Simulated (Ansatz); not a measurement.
CH5NOSi can be A, `CO[Si]N`, or B, `NC1O[SiH2]1`.

Computed with Ansatz on PBE0-D4/def2-TZVP structures; ΔE is electronic, products minus reactants. CCSD(T)/CBS is the MP2 limit (def2-TZVPP, def2-QZVPP) plus CCSD(T) − MP2 in def2-TZVPP, frozen cores. Functionals use def2-TZVPP. B3LYP here is the variant with VWN-RPA as its local correlation; programs differ in this. One conformer a species, not always the lowest.

A:

```xyz
9

C    -0.535   -1.308    0.963
O     0.069   -0.181    0.375
Si   -0.347    0.379   -1.131
N     0.733    1.696   -1.182
H     0.226   -2.063    1.176
H    -1.296   -1.756    0.311
H    -1.012   -1.021    1.904
H     0.788    2.314   -1.975
H     1.375    1.940   -0.442
```

B:

```xyz
9

N    -1.1262   -1.0547    0.0945
C     0.0867   -0.4421    0.4274
O     0.0497    1.0153    0.8428
Si    0.9482    0.8294   -0.5337
H    -1.7387   -1.1659    0.8931
H    -1.6267   -0.5933   -0.6511
H     0.6338   -1.0041    1.1817
H     2.4078    1.0704   -0.4589
H     0.3655    1.3451   -1.7958
```

Problem. Which isomer does CCSD(T)/CBS put lower? Give the gap. (An estimate is asked.)

Solution. Computed: A, by 40.1 kcal/mol.

Problem. Give E(B) − E(A) in kcal/mol with PBE-D4, B2PLYP, B3LYP-D4, LDA (SPW92), BLYP-D4, CCSD/def2-TZVPP, MP2/def2-TZVPP. (Best estimate.)

Solution. The calculation gave: PBE-D4 35.9, B2PLYP 40.6, B3LYP-D4 41.4, LDA (SPW92) 35.3, BLYP-D4 40.6, CCSD/def2-TZVPP 41.7, MP2/def2-TZVPP 38.5. None reverses the order clearly.

Problem. Does the order hold for the free energy at 298.15 K (harmonic terms from PBE0-D4)? (Estimate.)

Solution. Ansatz gave: Yes: G(B) − G(A) = +38.5 kcal/mol, for one conformer each.

Largest T1 diagnostic: 0.014.

In def2-TZVPP, CCSD(T) changes the Hartree–Fock value by −5.0 kcal/mol (the triples alone add −1.3 kcal/mol) and MP2 by −6.9 kcal/mol. From BLYP to BHLYP (50 % exact exchange), in def2-TZVPP and without D4, E(B) − E(A) moves by +2.3 kcal/mol.
